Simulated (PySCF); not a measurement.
Compound: C4H4F2Ge.
SMILES: `FC1=[C](F)[GeH2][CH]=C1`

Computed, not measured: PBE0-D3(BJ)/def2-SVP geometry optimisation, gas phase (PySCF 2.14.0).

Take the most abundant isotopes and a rigid rotor. 

(1) What are A, B and C (MHz)?

(2) Classify the top.

(3) What does the inertial defect say?

(4) Give the other two planar moments, Paa and Pbb, and the rms extents of the mass along the axes.

(5) Where do the levels up to J = 2 lie, in MHz?

(6) Which types of transition are allowed, and where do some lines up to J = 5 fall?

Answers

(1) Ia = 171.51, Ib = 332.12, Ic = 497.21 u·Å²; 505379 MHz·u·Å²/I gives A = 2947, B = 1522, C = 1016 MHz.

(2) An asymmetric top. Ray's parameter κ = (2B − A − C)/(A − C) = -0.476; −1 is the prolate and +1 the oblate limit.

(3) Not planar: Δ = Ic − Ia − Ib = -6.42 u·Å². For a rigid frame Δ = −2 Σ m c², so Σ m c² = 3.21 u·Å² lies off the ab plane, practically all of it from hydrogen. The atom farthest from that plane is 1.27 Å away.

(4) Paa = Σ m a² = (Ib + Ic − Ia)/2 = 328.91 and Pbb = Σ m b² = (Ia + Ic − Ib)/2 = 168.30 u·Å². With the mass M = 163.95 u, the rms extents √(P/M) along a, b and c are 1.42, 1.01, 0.14 Å.

(5) Above 0(0,0):
J = 1: 1(0,1) 2538, 1(1,1) 3963, 1(1,0) 4468
J = 2: 2(0,2) 7502, 2(1,2) 8534, 2(1,1) 10050, 2(2,1) 14325, 2(2,0) 14437

(6) The dipole components are |μa| = 1.93 D, |μb| = 1.39 D, |μc| = 0.00 D; the mirror of this Cs structure is the ab plane, so μc vanishes by symmetry and there are no c-type lines. The squared components, which scale the intensities, stand as 1.00 : 0.52 (a : b). Some lines, for components of 0.1 D or more:

| type | branch | J(Ka,Kc) | MHz | lower level (cm⁻¹) |
| --- | --- | --- | --- | --- |
| a | Q | 1(1,0) ← 1(1,1) | 505 | 0.132 |
| a | Q | 3(2,1) ← 3(2,2) | 529 | 0.732 |
| b | Q | 5(2,3) ← 5(1,4) | 4772 | 1.418 |
| a | R | 2(0,2) ← 1(0,1) | 4964 | 0.085 |
| b | R | 4(1,3) ← 3(2,2) | 7288 | 0.732 |
| a | R | 4(1,4) ← 3(1,3) | 8957 | 0.511 |
| b | Q | 4(4,1) ← 4(3,2) | 11583 | 1.359 |
| a | R | 5(3,3) ← 4(3,2) | 12939 | 1.359 |
| a | R | 5(1,4) ← 4(1,3) | 13297 | 0.975 |
| b | Q | 5(5,0) ← 5(4,1) | 14853 | 2.177 |
| b | R | 4(3,1) ← 3(2,2) | 18898 | 0.732 |
| b | R | 5(2,3) ← 4(1,4) | 23012 | 0.810 |

No PBE0-D3(BJ)/def2-SVP frequencies stand behind this structure, so it isn't proved a minimum. No vibrational averaging or centrifugal distortion is included, and the geometry carries the error of its method.
